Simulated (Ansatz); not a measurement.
Cost and result for the atomization energy of C7H5N3 (`C=CCC(C#N)(C#N)C#N`) (15 atoms, 14 bonds).

```json
{"atom": "C1", "x (Å)": "-0.857", "y (Å)": "-1.974", "z (Å)": "-1.089"}
{"atom": "C2", "x (Å)": "-1.045", "y (Å)": "-0.975", "z (Å)": "-0.241"}
{"atom": "C3", "x (Å)": "0.009", "y (Å)": "-0.486", "z (Å)": "0.692"}
{"atom": "C4", "x (Å)": "0.516", "y (Å)": "0.950", "z (Å)": "0.319"}
{"atom": "C5", "x (Å)": "1.513", "y (Å)": "1.377", "z (Å)": "1.310"}
{"atom": "N6", "x (Å)": "2.286", "y (Å)": "1.662", "z (Å)": "2.109"}
{"atom": "C7", "x (Å)": "1.133", "y (Å)": "0.925", "z (Å)": "-1.015"}
{"atom": "N8", "x (Å)": "1.619", "y (Å)": "0.861", "z (Å)": "-2.052"}
{"atom": "C9", "x (Å)": "-0.613", "y (Å)": "1.893", "z (Å)": "0.325"}
{"atom": "N10", "x (Å)": "-1.522", "y (Å)": "2.592", "z (Å)": "0.347"}
{"atom": "H11", "x (Å)": "0.091", "y (Å)": "-2.497", "z (Å)": "-1.152"}
{"atom": "H12", "x (Å)": "-1.648", "y (Å)": "-2.305", "z (Å)": "-1.752"}
{"atom": "H13", "x (Å)": "-2.003", "y (Å)": "-0.464", "z (Å)": "-0.202"}
{"atom": "H14", "x (Å)": "0.883", "y (Å)": "-1.140", "z (Å)": "0.684"}
{"atom": "H15", "x (Å)": "-0.361", "y (Å)": "-0.420", "z (Å)": "1.718"}
```

Total charge 0; spin multiplicity 1. The geometry is a stationary point of PBE0-D4/def2-TZVP. It is one conformer, not always the lowest. Program: Ansatz. All runs use 2 threads of an AMD EPYC 7R13 on a shared host and a share of an NVIDIA H100 80 GB. Times are those of one run each, without the atoms' runs, and a repeat can differ threefold. Electronic energies, without spin–orbit coupling; frozen cores. CCSD(T)/CBS adds CCSD(T) − MP2 in def2-TZVPP to the MP2 limit, and its time is that of the two runs behind it. T1 = 0.013. B3LYP takes the VWN-RPA correlation (the form of Gaussian; ORCA's B3LYP/G). HSE06 is the plane-wave form, built on full-range PBE exchange.

CCSD(T)/CBS is a level of theory with its own doubt, some kJ/mol a heavy atom from the limit and from the frozen cores, so smaller differences don't rank the functionals.

```csv
level,functions,wall time,atomization (kJ/mol),difference from CCSD(T)/CBS,per bond
CCSD(T)/def2-SVP,165,3.6 s,6888.3,-297.0,-21.2
B2PLYP/def2-TZVPP,380,3.9 s,7177.1,-8.2,-0.6
BHLYP-D4/def2-TZVPP,380,4.4 s,6879.2,-306.1,-21.9
B3LYP-D4/def2-TZVPP (with forces),380,4.7 s,7229.4,44.1,3.2
ωB97X-V/def2-TZVPP,380,4.8 s,7216.8,31.5,2.3
revPBE-D4/def2-TZVPP,380,4.9 s,7331.0,145.7,10.4
r2SCAN-D4/def2-TZVPP (with forces),380,5 s,7196.6,11.3,0.8
HSE06-D4/def2-TZVPP,380,5.5 s,7304.3,119.0,8.5
CAM-B3LYP-D4/def2-TZVPP,380,6 s,7235.4,50.1,3.6
ωB97M-V/def2-TZVPP (with forces),380,6 s,7240.4,55.1,3.9
MP2/def2-QZVPP,720,6.5 s,7376.4,191.1,13.7
CCSD(T)/def2-TZVPP,380,18 s,6985.4,-199.9,-14.3
CCSD(T)/CBS(def2),–,25 s,7185.3,0.0,0.0
```

From r2SCAN to r2SCAN0 (25 % exact exchange), in def2-TZVPP and without D4, the atomization energy moves by −191.6 kJ/mol: exact exchange takes away binding that semilocal exchange gives to molecules. At CCSD(T), def2-SVP lies −297.0 kJ/mol from the extrapolated value and def2-TZVPP −199.9 kJ/mol: correlation converges slowly with the basis, and small sets miss more of it in the bonded molecule than in its fragments. The D4 term adds +66.7 kJ/mol with B3LYP and +36.4 kJ/mol with PBE0; it sums over pairs of atoms, weighted by their polarisabilities, and B3LYP, whose exchange is more repulsive, gets the larger term.
